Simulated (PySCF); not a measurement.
**Löwdin shares of the frontier orbitals**

Species: C₃H₃F₃O₂S.
Atom-mapped SMILES: `[CH2:1]=[CH:2][S:3](=[O:4])(=[O:5])[C:6]([F:7])([F:8])[F:9]` (hydrogens: H10, H11 on C1; H12 on C2)

Geometry (PBE0-D3(BJ)/def2-SVP, Å), atoms numbered from 1 in this order:
```xyz
12
C3H3F3O2S angstrom
C      1.9944   -0.2269    0.4440
C      0.9009   -0.7773   -0.0745
S     -0.2712    0.2667   -0.8895
O     -0.8125   -0.4406   -2.0368
O      0.2520    1.6218   -0.9623
C     -1.6609    0.3368    0.3529
F     -1.2779    1.0015    1.4282
F     -2.0053   -0.8933    0.7046
F     -2.6870    0.9411   -0.2059
H      2.7655   -0.8416    0.9160
H      2.1424    0.8563    0.3931
H      0.6628   -1.8437   -0.0956
```

Computed, not measured: PySCF 2.14.0, density-fitted response routines, TDDFT CAM-B3LYP/def2-SVPD, vertical, gas phase, core orbitals frozen in the response.

Frontier orbitals with the atoms that hold most of them (Löwdin shares over 4%, at most four atoms; ? is withheld):

| orbital | ε (eV) | atoms |
| --- | --- | --- |
| HOMO-3 | -11.67 | O5 45%, O4 36%, S3 12% |
| HOMO-2 | -11.27 | O5 29%, O4 26%, C2 16%, C1 13% |
| HOMO-1 | -10.95 | ? |
| HOMO | -10.61 | O4 30%, O5 21%, C2 12%, S3 11% |
| LUMO | -0.94 | ? |
| LUMO+1 | 0.93 | C1 21%, S3 20%, C2 11%, H10 10% |
| LUMO+2 | 1.47 | S3 39%, F8 12%, H11 9%, H12 7% |

Q: Which atoms hold the LUMO, and with what shares?

A: C1 (bonded to C and 2 H) 37%; C2 (bonded to C, S and H) 28%; S3 (bonded to 2 C and 2 O) 10%; H10 (bonded to C) 6%. By element: carbon 65% or more, sulfur 10%, hydrogen 6% or more.

Q: Give the leading atoms of the HOMO-1.

A: C2 (bonded to C, S and H) 24%; O4 (bonded to S) 20%; C1 (bonded to C and 2 H) 20%; O5 (bonded to S) 17%. By element: carbon 44% or more, oxygen 37%.

Q: The HOMO–LUMO gap is 9.67 eV. Where does the response calculation put the lowest singlet, and from which orbitals?

A: S1 is at 6.14 eV (f = 0.0037), 3.53 eV below the gap, made of HOMO→LUMO (92%). Without the coupling terms of the response equations the lowest excitation would equal the gap.

Next come S2 at 6.79 eV (f 0.026), HOMO-1→LUMO (64%), HOMO-2→LUMO (28%); S3 at 7.32 eV (f 0.173), HOMO-2→LUMO (46%), HOMO-4→LUMO (20%), HOMO-3→LUMO (17%); S4 at 7.34 eV (f 0.068), HOMO-3→LUMO (74%), HOMO-1→LUMO (14%); S5 at 7.49 eV (f 0.128), HOMO-4→LUMO (69%), HOMO-2→LUMO (18%).

One conformer stands for the species.
